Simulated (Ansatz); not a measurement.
Geometry optimisation, RHF/def2-SVP (Ansatz).

Input file:

```yaml
crystal:
  periodic: [false, false, false]
  atoms:
    - { symbol: In, position_ang: [-0.32764, -0.080335, -1.170589] }
    - { symbol: "N", position_ang: [1.200623, 0.337626, 1.859108] }
    - { symbol: C, position_ang: [1.310312, -1.248543, -0.97055] }
    - { symbol: H, position_ang: [1.412535, -0.463692, 1.272817] }
    - { symbol: C, position_ang: [-2.302988, 0.73327, -0.852791] }
    - { symbol: H, position_ang: [0.878003, -0.0118, 2.745152] }
    - { symbol: H, position_ang: [2.059574, 0.83282, 2.023612] }
    - { symbol: H, position_ang: [1.456263, -2.000034, -1.749391] }
    - { symbol: H, position_ang: [2.246569, -0.727942, -0.756939] }
    - { symbol: H, position_ang: [-2.70568, 0.384312, 0.098409] }
    - { symbol: H, position_ang: [-2.256554, 1.822677, -0.841197] }
    - { symbol: H, position_ang: [-2.970816, 0.421542, -1.657541] }
basis:
  gaussian: { orbitals: def2-SVP }
hamiltonian:
  xc: hf
relax:
  f_tol: 0.03
  max_steps: 50
output:
  orbitals: {}
```

Launched with:

```bash
$ ansatz run input.yaml --threads 2 --pin off --max-ram 3072MiB --backend cpu --events-out ev --progress --plain --runs-dir out
```

Where does it end, and by what steps?

The forces met the threshold. After 18 steps the energy has fallen by 0.454 eV; H7 moved furthest, 1.09 Å. Joined: In1–N2.

| step | energy less start (eV) | largest force component (eV/Å) | accepted |
| --- | --- | --- | --- |
| 0 | 0.0000 | 0.373 | yes |
| 1 | -0.0607 | 1.396 | yes |
| 2 | -0.1877 | 0.927 | yes |
| 3 | -0.2916 | 0.701 | yes |
| 4 | -0.3479 | 0.795 | yes |
| 5 | -0.4218 | 0.542 | yes |
| 6 | -0.3951 | 1.374 | no |
| 7 | -0.4439 | 0.085 | yes |
| 8 | -0.4472 | 0.247 | yes |
| 9 | -0.4498 | 0.137 | yes |
| 10 | -0.4509 | 0.098 | yes |
| 11 | -0.4522 | 0.067 | yes |
| 12 | -0.4527 | 0.041 | yes |
| 13 | -0.4531 | 0.092 | yes |
| 14 | -0.4534 | 0.058 | yes |
| 15 | -0.4538 | 0.031 | yes |
| 16 | -0.4540 | 0.044 | yes |
| 17 | -0.4539 | 0.054 | no |
| 18 | -0.4541 | 0.010 | yes |

```xyz
12
Properties=species:S:1:pos:R:3
In -0.020 -0.169 -0.753
N 0.824 0.364 1.531
C 1.415 -1.442 -1.290
H 1.616 -0.248 1.644
C -1.985 0.716 -0.528
H 0.177 0.165 2.277
H 1.149 1.309 1.656
H 1.454 -1.865 -2.289
H 2.370 -1.444 -0.770
H -2.526 0.249 0.296
H -1.907 1.787 -0.333
H -2.569 0.579 -1.440
```

Whether the end is a true minimum wasn't checked by a vibrational analysis.

The run took 15 s on 2 threads of AMD EPYC 9R45 96-Core Processor (Zen 5), with other jobs on the host, peak memory 0.26 GiB.
